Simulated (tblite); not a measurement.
C₈H₁₇P.
Numbering: `[CH2:1]=[P@@:2]1([CH3:3])[CH2:4][CH2:5][CH2:6][C@H:7]1[CH2:8][CH3:9]` (hydrogens: H10, H11 on C1; H12, H13, H14 on C3; H15, H16 on C4; H17, H18 on C5; H19, H20 on C6; H21 on C7; H22, H23 on C8; H24, H25, H26 on C9)

Geometry (GFN2-xTB, Å), atoms numbered from 1 in this order:
```
atom  x, y, z in Å
C1    -0.742    2.232   -0.807
P2    -0.649    0.757    0.036
C3    -0.878    1.065    1.821
C4    -2.066   -0.295   -0.476
C5    -1.626   -1.747   -0.331
C6    -0.159   -1.795   -0.754
C7     0.575   -0.725    0.049
C8     1.916   -0.326   -0.548
C9     2.630    0.682    0.341
H10   -0.001    2.947   -0.453
H11   -0.661    2.082   -1.882
H12   -1.674    1.801    1.925
H13    0.039    1.466    2.249
H14   -1.145    0.144    2.337
H15   -2.946   -0.046    0.121
H16   -2.285   -0.046   -1.517
H17   -1.714   -2.066    0.710
H18   -2.239   -2.413   -0.941
H19   -0.086   -1.560   -1.820
H20    0.273   -2.784   -0.591
H21    0.722   -1.071    1.077
H22    1.744    0.123   -1.532
H23    2.541   -1.213   -0.688
H24    2.004    1.566    0.465
H25    2.829    0.258    1.324
H26    3.576    0.987   -0.100
```

Level: GFN2-xTB in tblite, geometry and Hessian alike; calculated harmonic values, unscaled, isolated species. The method is semi-empirical: single wavenumbers can be off by several per cent or more. One conformer, not necessarily the lowest.

Harmonic wavenumbers (cm⁻¹): 59.2, 107.6, 139.6, 145.6, 173.7, 198.4, 236.1, 241.3, 267.8, 284.9, 350.2, 362.9, 390.1, 452.8, 507.0, 568.0, 686.6, 747.7, 754.7, 763.6, 815.1, 826.4, 847.6, 887.1, 927.7, 931.9, 966.6, 972.1, 1001.3, 1018.6, 1047.9, 1063.9, 1091.6, 1112.9, 1128.6, 1165.9, 1188.4, 1222.5, 1243.8, 1260.4, 1268.6, 1300.3, 1316.8, 1329.3, 1346.7, 1399.5, 1407.5, 1422.8, 1434.5, 1439.3, 1481.6, 1486.2, 1494.0, 1496.7, 1500.9, 2915.1, 2937.4, 2949.5, 2952.0, 2955.1, 2958.4, 2965.2, 2968.2, 2974.1, 2974.6, 2984.1, 2993.8, 3002.4, 3005.0, 3008.4, 3023.1, 3034.1.

A = 1605, B = 1299, C = 940.5 MHz; mass 144.107 u (most abundant isotopes); point group C1, symmetry number 1.

Q: Zero-point energy?

A: Half the sum of the wavenumbers: 49942 cm⁻¹ = 142.79 kcal/mol.

Q: What is S at 298.15 K and 1 bar for an ideal gas of classical rigid rotors and harmonic oscillators?

A: Translation 40.83, rotation 29.48, vibration 33.03: S = 103.3 cal/(mol K).

Q: And Cp and H(298.15 K) − H(0)?

A: Cp = 46.57 cal/(mol K), of which vibrations give 38.63 (their classical limit is 72 R = 143.1); H(298.15 K) − H(0) = 7.92 kcal/mol without the zero-point energy, 5.55 from vibrations.

Q: How do the functions run with temperature in this model?

A: 
```tsv
T (K)	S (cal/(mol K))	Cp (cal/(mol K))	H − H(0) (kcal/mol)	G − H(0) (kcal/mol)	ln q(vib)
50	58.2	12.5	0.47	-2.44	0.29
100	69.3	20.5	1.30	-5.63	1.34
373.15	114.9	57.0	11.81	-31.08	9.63
500	133.8	72.6	20.06	-46.87	13.72
750	167.8	94.9	41.19	-84.68	21.74
1000	197.3	109.7	66.88	-130.40	29.39
```

q(vib) and H(0) count from the zero-point level.

Q: Which modes carry the vibrational entropy at 298.15 K?

A: 59.2 cm⁻¹: 4.48; 107.6 cm⁻¹: 3.31; 139.6 cm⁻¹: 2.81; 145.6 cm⁻¹: 2.73; 173.7 cm⁻¹: 2.40; 198.4 cm⁻¹: 2.15 cal/(mol K); the other 66 give 15.15 together.

Q: What must be added to the electronic energy to get the Gibbs energy at 298.15 K and 1 bar?

A: ZPE + [H(298.15 K) − H(0)] − T·S = 142.79 + 7.92 − 30.81 = 119.90 kcal/mol.

Hindered rotation and anharmonicity are outside this model. Other conformers, if any are populated, would add a mixing term that is left out. The structure is chiral; the term R ln 2 for an equal mix with its mirror image is left out.
